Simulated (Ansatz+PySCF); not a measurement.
# singlet BeO: levels of theory in one basis

```xyz
2

Be    0.0000    0.0000   -1.0708
O     0.0000    0.0000    0.5354
```

Basis set: STO-3G (spherical functions). Left uncorrelated: 1 orbital. Charge 0, multiplicity 1.

Computed with Ansatz (development build ahead of 0.2.0) and PySCF 2.14.0; each method stands on the lowest determinant of its kind that the runs found.

| method | E − E(RHF) (eV) | <S²> of the determinant |
| --- | --- | --- |
| RHF | 0.00 | – |
| UHF | -3.39 | 1.04 |
| RHF-MP2 | -4.73 | – |
| UHF-MP2 | -4.42 | 1.04 |
| UHF-CCSD | -4.76 | 1.04 |
| RHF-CCSD(T) | -5.14 | – |
| UHF-CCSD(T) | -4.91 | 1.04 |
| full CI (lowest root of this spin) | -5.18 | – |

**Question.** What does RHF-CCSD give on the same scale?

**Answer.** -4.35 eV.

At such a shape the full CI root can have another spatial symmetry than the determinants, so the rows needn't describe one state.

**Question.** Is a single determinant a sound starting point here?

**Answer.** It is doubtful. Unrestricted orbitals lower Hartree–Fock by 3.39 eV and <S²> is 1.04 where a pure state has 0.00, a sign of strong static correlation.

Caution for RHF, RHF-MP2, RHF-CCSD, RHF-CCSD(T): an unrestricted determinant lies well below. Caution for UHF, UHF-MP2, UHF-CCSD, UHF-CCSD(T): the unrestricted determinant is a mixture of spin states. Caution for RHF-MP2, UHF-MP2, RHF-CCSD, UHF-CCSD, RHF-CCSD(T), UHF-CCSD(T): large share of triples, a single reference is doubtful. Caution for UHF-MP2, UHF-CCSD, UHF-CCSD(T): a plain start can end on a higher determinant. Caution for UHF-MP2, UHF-CCSD(T): another reference gives a lower total.
